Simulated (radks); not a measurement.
Results of a calculation; reference values are marked as such.
Problem. Radial electron density D(r) = 4 pi r^2 rho(r) of an atom or ion with 12 electrons. Level of theory: non-relativistic Kohn-Sham, Tao-Mo meta-GGA, spin-polarised, spherical densities, point nucleus; meta-GGA in the generalised Kohn-Sham scheme (a radial shooting solver on a logarithmic mesh with Libxc functionals).

```
   r/bohr * D(r) (the largest magnitude, 14.5, reaches the edge; | marks zero)
 0.005745 | *
 0.006581 | *
  0.00754 |  *
  0.00857 |   *
 0.009818 |    *
  0.01125 |     *
  0.01289 |       *
  0.01465 |         *
  0.01678 |           *
  0.01923 |              *
  0.02185 |                 *
  0.02503 |                     *
  0.02868 |                         *
  0.03286 |                              *
  0.03735 |                                  *
  0.04279 |                                       *
  0.04902 |                                            *
  0.05616 |                                                *
  0.06383 |                                                    *
  0.07313 |                                                      *
  0.08378 |                                                      *
  0.09599 |                                                     *
   0.1091 |                                                  *
    0.125 |                                             *
   0.1432 |                                         *
   0.1628 |                                    *
   0.1865 |                                 *
   0.2136 |                               *
   0.2448 |                                *
   0.2782 |                                   *
   0.3187 |                                       *
   0.3651 |                                           *
   0.4183 |                                              *
   0.4754 |                                              *
   0.5447 |                                           *
   0.6241 |                                     *
   0.7093 |                              *
   0.8126 |                      *
    0.931 |              *
    1.067 |         *
    1.212 |      *
    1.389 |    *
    1.591 |   *
    1.823 |   *
    2.072 |   *
    2.374 |   *
     2.72 |  *
    3.116 | *
    3.541 |*
    4.057 |*
    4.648 *
    5.283 *
    6.053 *
    6.934 *
    7.945 *
    9.029 *
    10.34 *
    11.85 *
    13.58 *
```

What is the nuclear charge?

Solution. Z = 13. The innermost maximum, from 1s, lies near 1/Z = 0.0769 bohr (found: 0.0811), and its height grows with Z. The density is that of the aluminium ion Al+ in [He] 2s1.75 2p6 3s2 3d0.25; the configuration itself is not fixed sharply by these data, and Z only to about a unit. D(r) has 2 maxima, at r = 0.0811, 0.442 bohr, and minima at 0.215 bohr, inside which lie 2.20 electrons.
